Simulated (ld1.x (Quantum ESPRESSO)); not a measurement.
## Gd: one change to a TM semilocal potential, before and after

Gd (Z = 64), norm-conserving Troullier–Martins (semilocal form), made with ld1.x (Quantum ESPRESSO) 7.5 (Wu–Cohen, scalar-relativistic). Core [Xe] 4f7, reference 5d1 6s0 6p0 (charge +2). Waves: 6p (bound, empty): rc 3.55 bohr; 5d (bound): rc 2.15 bohr; 6s (bound, empty): rc 2.90 bohr. Local part: the s channel. Core correction: none.

Change: reference 5d2 6s1 6p0.

Cutoffs: the cutoffs (Ry, on a coarse ladder) from which the occupation-weighted sum of valence levels, in a spherical-Bessel basis at the reference potential, stays within 10 and 1 mRy of its value at 400 Ry; they do not see the model core or the augmentation charge, which bear on the density cutoff. Errors are all-electron minus pseudo energies relative to the spin-unpolarised reference configuration.

Task: What does the change do?

Result: The potential gets harder (15 Ry and 18 Ry → 15 Ry and 21 Ry); the range in which the d phases agree widens (upper end 3.5 → 4.5); neither file shows a bound ghost. A semilocal file is local in each channel, so a ghost entry of none says nothing of the separable form that plane-wave codes build from it.

| quantity | base | changed |
| --- | --- | --- |
| cutoff, loose | 15 Ry | 15 Ry |
| cutoff, tight | 18 Ry | 21 Ry |
| bound ghosts | none | none |
| largest error over its own tests, meV | +906 | +278 |
| s: phases at 3.85 bohr within 0.05 rad from the reference energy up to (Ry; the scan ends near 5) | 0.3 | 1.1 |
| p: phases at 3.85 bohr within 0.05 rad from the reference energy up to (Ry; the scan ends near 5) | 0.5 | 0.3 |
| d: phases at 3.85 bohr within 0.05 rad from the reference energy up to (Ry; the scan ends near 5) | 3.5 | 4.5 |
